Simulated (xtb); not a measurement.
ethylene glycol (C2H6O2), singlet, from a rough starting geometry; GFN2-xTB (xtb 6.7.1).

Input for xtb:
```
$ xtb mol.xyz --gfn 2 --opt vtight --json

# file mol.xyz
10

O      1.34415170    -0.67154290     0.16239900
C      0.58877951     0.50659697    -0.10406896
C     -0.93812705     0.09500262    -0.36796971
O     -1.46273485    -0.65565989     0.79040358
H      2.24187145    -0.44299964     0.32815106
H      0.62211145     1.18111163     0.80019560
H      0.97349995     1.06093430    -0.92441206
H     -1.49046081     0.90789675    -0.55212807
H     -0.93767339    -0.61436800    -1.23632771
H     -0.87959676    -1.24945109     1.00260093
```

**Question.** What does xtb print? Leave out banner, timings and long lists.

**Answer.** 
```
   ID    Z sym.   atoms
    1    8 O      1, 4
    2    6 C      2, 3
    3    1 H      5-10

           -------------------------------------------------
          |                Calculation Setup                |
           -------------------------------------------------

           -------------------------------------------------
          |                 G F N 2 - x T B                 |
           -------------------------------------------------

          ...................................................
          :                      SETUP                      :
          :.................................................:
          :  # basis functions                  22          :
          :  # atomic orbitals                  22          :
          :  # shells                           14          :
          :  # electrons                        26          :
          :  max. iterations                   250          :
          :  Hamiltonian                  GFN2-xTB          :
          :  restarted?                      false          :
          :  GBSA solvation                  false          :
          :  PC potential                    false          :
          :  electronic temp.          300.0000000     K    :
          :  accuracy                    1.0000000          :
          :  -> integral cutoff          0.2500000E+02      :
          :  -> integral neglect         0.1000000E-07      :
          :  -> SCF convergence          0.1000000E-05 Eh   :
          :  -> wf. convergence          0.1000000E-03 e    :
          :  Broyden damping             0.4000000          :
          :  net charge                          0          :
          :  unpaired electrons                  0          :
          ...................................................

 iter      E             dE          RMSdq      gap      omega  full diag
   1    -15.5690883 -0.155691E+02  0.430E+00   11.34       0.0  T
   2    -15.5853035 -0.162151E-01  0.233E+00   11.00       1.0  T
   3    -15.5858637 -0.560216E-03  0.742E-01   11.07       1.0  T
   4    -15.5860001 -0.136429E-03  0.128E-01   11.07       1.0  T
   5    -15.5860056 -0.548968E-05  0.398E-02   11.07       1.0  T
   6    -15.5860106 -0.503869E-05  0.139E-02   11.08       2.3  T
   7    -15.5860108 -0.196732E-06  0.610E-03   11.07       5.2  T
   8    -15.5860109 -0.124573E-06  0.224E-03   11.08      14.1  T
   9    -15.5860110 -0.908659E-08  0.307E-04   11.08     102.9  T
  10    -15.5860110 -0.231829E-09  0.898E-05   11.08     352.0  T

   *** convergence criteria satisfied after 10 iterations ***

         :::::::::::::::::::::::::::::::::::::::::::::::::::::
         ::                     SUMMARY                     ::
         :::::::::::::::::::::::::::::::::::::::::::::::::::::
         :: total energy             -15.424998829101 Eh    ::
         :: gradient norm              0.256036384609 Eh/a0 ::
         :: HOMO-LUMO gap             11.075486031084 eV    ::
         ::.................................................::
         :: SCC energy               -15.586009514202 Eh    ::
         :: -> isotropic ES            0.048553929966 Eh    ::
         :: -> anisotropic ES          0.001488574133 Eh    ::
         :: -> anisotropic XC         -0.001133920382 Eh    ::
         :: -> dispersion             -0.003622455951 Eh    ::
         :: repulsion energy           0.161010685100 Eh    ::
         :: add. restraining           0.000000000000 Eh    ::
         :: total charge              -0.000000000000 e     ::
         :::::::::::::::::::::::::::::::::::::::::::::::::::::

      -----------------------------------------------------------
     |                   =====================                   |
     |                        A N C O P T                        |
     |                   =====================                   |
     |               Approximate Normal Coordinate               |
     |                Rational Function Optimizer                |
      -----------------------------------------------------------
      -----------------------------------------------------------
     |                   =====================                   |
     |                        A N C O P T                        |
     |                   =====================                   |
     |               Approximate Normal Coordinate               |
     |                Rational Function Optimizer                |
      -----------------------------------------------------------

          ...................................................
          :                      SETUP                      :
          :.................................................:
          :   optimization level         verytight          :
          :   max. optcycles                   200          :
          :   ANC micro-cycles                  20          :
          :   degrees of freedom                24          :
          :.................................................:
          :   RF solver                   davidson          :
          :   write xtbopt.log                true          :
          :   linear?                        false          :
          :   energy convergence         0.1000000E-06 Eh   :
          :   grad. convergence          0.2000000E-03 Eh/α :
          :   maxmium RF displ.          1.0000000          :
          :   Hlow (freq-cutoff)         0.1000000E-01      :
          :   Hmax (freq-cutoff)         5.0000000          :
          :   S6 in model hess.         20.0000000          :
          ...................................................

generating ANC from exact Hessian ...
Using Lindh-Hessian (1995)
 Shifting diagonal of input Hessian by    2.1983225821744076E-003
 Lowest  eigenvalues of input Hessian
    0.000000    0.000000    0.000000    0.000000    0.000000    0.000000
[...]
 * total energy  :   -15.4249988 Eh     change       -0.5821832E-10 Eh
 * total energy  :   -15.4487113 Eh     change       -0.2371246E-01 Eh
 * total energy  :   -15.4506875 Eh     change       -0.1976238E-02 Eh
 * total energy  :   -15.4507921 Eh     change       -0.1045464E-03 Eh
 * total energy  :   -15.4508084 Eh     change       -0.1628589E-04 Eh
 * total energy  :   -15.4508117 Eh     change       -0.3320132E-05 Eh
 * total energy  :   -15.4508133 Eh     change       -0.1571278E-05 Eh
 * total energy  :   -15.4508144 Eh     change       -0.1177231E-05 Eh
 * total energy  :   -15.4508150 Eh     change       -0.6031124E-06 Eh
 * total energy  :   -15.4508153 Eh     change       -0.2356882E-06 Eh
 * total energy  :   -15.4508153 Eh     change       -0.4246612E-07 Eh
   *** GEOMETRY OPTIMIZATION CONVERGED AFTER 11 ITERATIONS ***
[...]
   2    -15.5752046 -0.229150E-12  0.936E-06   11.90    3378.3  T
   3    -15.5752046 -0.568434E-13  0.378E-06   11.90    8376.4  T

   *** convergence criteria satisfied after 3 iterations ***

         :::::::::::::::::::::::::::::::::::::::::::::::::::::
         ::                     SUMMARY                     ::
         :::::::::::::::::::::::::::::::::::::::::::::::::::::
         :: total energy             -15.450815312445 Eh    ::
         :: gradient norm              0.000044793255 Eh/a0 ::
         :: HOMO-LUMO gap             11.903912944123 eV    ::
         ::.................................................::
         :: SCC energy               -15.575203298373 Eh    ::
         :: -> isotropic ES            0.047496630227 Eh    ::
         :: -> anisotropic ES          0.001695316838 Eh    ::
         :: -> anisotropic XC         -0.001396258227 Eh    ::
         :: -> dispersion             -0.003675432549 Eh    ::
         :: repulsion energy           0.124387985928 Eh    ::
         :: add. restraining           0.000000000000 Eh    ::
         :: total charge               0.000000000000 e     ::
         :::::::::::::::::::::::::::::::::::::::::::::::::::::

           -------------------------------------------------
          |                Property Printout                |
           -------------------------------------------------

    * Orbital Energies and Occupations

         #    Occupation            Energy/Eh            Energy/eV
      -------------------------------------------------------------
         1        2.0000           -0.7014511             -19.0875
         2        2.0000           -0.6841531             -18.6168
         3        2.0000           -0.6417517             -17.4630
         4        2.0000           -0.6069137             -16.5150
         5        2.0000           -0.5850364             -15.9197
         6        2.0000           -0.5566953             -15.1484
         7        2.0000           -0.5454231             -14.8417
         8        2.0000           -0.5288080             -14.3896
         9        2.0000           -0.5050423             -13.7429
        10        2.0000           -0.4856429             -13.2150
        11        2.0000           -0.4517873             -12.2938
        12        2.0000           -0.4252796             -11.5724
        13        2.0000           -0.4098941             -11.1538 (HOMO)
        14                          0.0275666               0.7501 (LUMO)
        15                          0.0823615               2.2412
        16                          0.0985296               2.6811
        17                          0.1218810               3.3166
        18                          0.1497930               4.0761
        19                          0.1746772               4.7532
        20                          0.2054863               5.5916
        21                          0.2309919               6.2856
        22                          0.2660406               7.2393
      -------------------------------------------------------------
                  HL-Gap            0.4374608 Eh           11.9039 eV
             Fermi-level           -0.1911637 Eh           -5.2018 eV

     #   Z          covCN         q      C6AA      α(0)
     1   8 O        1.656    -0.444    21.715     6.291
     2   6 C        3.672     0.072    19.612     6.348
     3   6 C        3.674     0.077    19.516     6.331
     4   8 O        1.656    -0.436    21.555     6.267
     5   1 H        0.805     0.289     0.755     1.365
     6   1 H        0.923     0.032     2.560     2.502
     7   1 H        0.924     0.021     2.720     2.579
     8   1 H        0.924     0.048     2.347     2.396
     9   1 H        0.923     0.036     2.506     2.476
    10   1 H        0.805     0.305     0.705     1.319

 Mol. C6AA /au·bohr⁶  :        683.458977
 Mol. C8AA /au·bohr⁸  :      13718.550460
 Mol. α(0) /au        :         37.872936

Wiberg/Mayer (AO) data.
largest (>0.10) Wiberg bond orders for each atom

 ---------------------------------------------------------------------------
     #   Z sym  total        # sym  WBO       # sym  WBO       # sym  WBO
 ---------------------------------------------------------------------------
     1   8 O    1.952 --     2 C    0.994     5 H    0.903
     2   6 C    3.957 --     1 O    0.994     3 C    0.994     7 H    0.972
                             6 H    0.971
     3   6 C    3.964 --     4 O    1.012     2 C    0.994     8 H    0.972
                             9 H    0.968
     4   8 O    1.962 --     3 C    1.012    10 H    0.891
     5   1 H    0.917 --     1 O    0.903
     6   1 H    0.999 --     2 C    0.971
     7   1 H    1.000 --     2 C    0.972
     8   1 H    0.998 --     3 C    0.972
     9   1 H    0.999 --     3 C    0.968
    10   1 H    0.907 --     4 O    0.891
 ---------------------------------------------------------------------------

Topologies differ in total number of bonds
Writing topology from bond orders to xtbtopo.mol

molecular dipole:
                 x           y           z       tot (Debye)
 q only:        0.649       0.300      -0.160
   full:        1.014       0.416      -0.213       2.839
molecular quadrupole (traceless):
                xx          xy          yy          xz          yz          zz
 q only:       -0.218       0.444       0.455       2.360      -1.076      -0.237
  q+dip:       -0.460       0.894       0.392       3.437      -0.412       0.068
   full:       -0.212       0.726       0.497       3.402      -0.965      -0.285

optimized geometry written to: xtbopt.xyz

           -------------------------------------------------
          | TOTAL ENERGY              -15.450815312445 Eh   |
          | GRADIENT NORM               0.000044793255 Eh/α |
          | HOMO-LUMO GAP              11.903912944123 eV   |
           -------------------------------------------------
```
